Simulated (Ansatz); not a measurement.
Geometry optimisation, Ansatz 0.2.0, RKS r2SCAN-D4/def2-SVP.

input.yaml

```yaml
crystal:
  periodic: [false, false, false]
  atoms:
    - { symbol: Ti, position_ang: [0.0, 0.0, 0.0] }
    - { symbol: Cl, position_ang: [0.0, 0.0, 2.37] }
    - { symbol: O, position_ang: [1.8106, 0.0, -0.6394] }
    - { symbol: H, position_ang: [2.1269, -0.9521, -0.756] }
    - { symbol: O, position_ang: [-0.9043, 1.5667, -0.6394] }
    - { symbol: H, position_ang: [-1.8621, 1.336, -0.8617] }
    - { symbol: O, position_ang: [-0.9043, -1.5667, -0.6394] }
    - { symbol: H, position_ang: [-1.359, -2.0324, 0.133] }
basis:
  gaussian: { orbitals: def2-SVP }
hamiltonian:
  xc: r2scan
  dispersion: d4
relax:
  f_tol: 0.02
  max_steps: 40
output:
  orbitals: {}
```

Launched with:

```bash
$ ansatz run input.yaml --threads 2 --pin off --max-ram 3072MiB --backend cpu --events-out ev --progress --plain --runs-dir out
```

**Question.** Where does it end, and by what steps?

**Answer.** The run converged. After 10 steps the energy has fallen by 1.011 eV; H8 moved furthest, 0.27 Å.

```tsv
step	energy less start (eV)	largest force component (eV/Å)	accepted
0	0.0000	2.855	yes
1	-0.8404	1.104	yes
2	-0.9277	0.223	yes
3	-0.9545	0.296	yes
4	-0.9801	0.269	yes
5	-0.9970	0.454	yes
6	-0.9986	0.444	yes
7	-1.0100	0.054	yes
8	-1.0107	0.026	yes
9	-1.0111	0.021	yes
10	-1.0112	0.008	yes
```

```xyz
8
Properties=species:S:1:pos:R:3
Ti -0.032 -0.025 0.021
Cl -0.008 0.075 2.246
O 1.633 -0.063 -0.617
H 2.202 -0.825 -0.784
O -0.842 1.411 -0.657
H -1.778 1.546 -0.848
O -0.907 -1.506 -0.391
H -1.361 -2.262 -0.004
```

Whether the end is a true minimum wasn't checked by a vibrational analysis.

Run time: 65 s on 2 threads of Arm Neoverse V1, with other jobs on the host, peak memory 0.19 GiB.
